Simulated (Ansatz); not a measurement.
Input file for CH₄In (`[CH3][InH]`) radical:

```yaml
crystal:
  periodic: [false, false, false]
  atoms:
    - {symbol: C, position_ang: [-0.193837, -0.431944, -0.581705]}
    - {symbol: In, position_ang: [1.078667, 0.643867, 0.838403]}
    - {symbol: H, position_ang: [-1.243836, -0.290546, -0.319799]}
    - {symbol: H, position_ang: [0.052008, -1.494846, -0.558714]}
    - {symbol: H, position_ang: [-0.011762, -0.057337, -1.590300]}
    - {symbol: H, position_ang: [0.360959, 1.566905, 2.166015]}
basis:
  gaussian: {orbitals: def2-SVP}
magnetization: {spin_polarized: true, initial_magnetization: 1}
correlation: {method: ccsd_t}
scf: {omitted_lower_state_checks: [cluster_reference]}
```

```sh
$ ansatz run in.yaml --threads 2 --pin off --events-out ev --progress --plain
```

Output of Ansatz, abridged:

```
Functional definition: HF
694 factors; integrals over basis functions are off by at most 1.4e-3 eV
mean field evaluation 1: about -6238.1744 eV, gradient 1.7e1 eV
mean field evaluation 2: about -6238.1820 eV, gradient 1.7e1 eV
mean field evaluation 4: about -6240.2533 eV, gradient 1.9e0 eV
mean field evaluation 8: about -6240.3352 eV, gradient 5.5e-3 eV
mean field -6240.33515369 eV, -229.3280870472 hartree, gradient 1.2e-6 eV, S^2 0.758187; 0 other end points of the search recorded, 0 dependent functions left out
5 core orbitals not correlated: weight in the atoms' cores, before any rotation towards them, 1.000 or more for the frozen orbitals, at most 0.000 for the correlated occupied ones
reference -6240.33515369 eV, -229.3280870472 hartree; 11, 10 occupied and 44, 45 virtual orbitals, 694 factors
second order -6.09794171 eV of doubles, -0.00000000 eV of singles
cycle   1  -6.64772460 eV  change   -5.5e-1 eV  update   6.7e-2
cycle   2  -6.90092601 eV  change   -2.5e-1 eV  update   2.4e-2
cycle   3  -6.94009755 eV  change   -3.9e-2 eV  update   9.4e-3
cycle   4  -6.93881632 eV  change    1.3e-3 eV  update   3.3e-3
cycle   5  -6.93858894 eV  change    2.3e-4 eV  update   1.2e-3
cycle   6  -6.93857939 eV  change    9.6e-6 eV  update   4.9e-4
cycle   7  -6.93864346 eV  change   -6.4e-5 eV  update   1.9e-4
cycle   8  -6.93867456 eV  change   -3.1e-5 eV  update   6.9e-5
cycle   9  -6.93867344 eV  change    1.1e-6 eV  update   2.8e-5
cycle  10  -6.93867533 eV  change   -1.9e-6 eV  update   1.1e-5
perturbative correction -0.20639128 eV, -0.0075847396 hartree
Total energy: -6247.48022030 eV, -229.5906634019 hartree
Checks for a lower state left out: cluster_reference
```

Hardware: 2 threads of a server CPU on a shared host. Wall time 3.2 s, peak host memory 0.25 GiB.

MP2 recovers 85.3 % of the CCSD(T) correlation energy and the triples give 2.9 %; T1 = 0.0106.
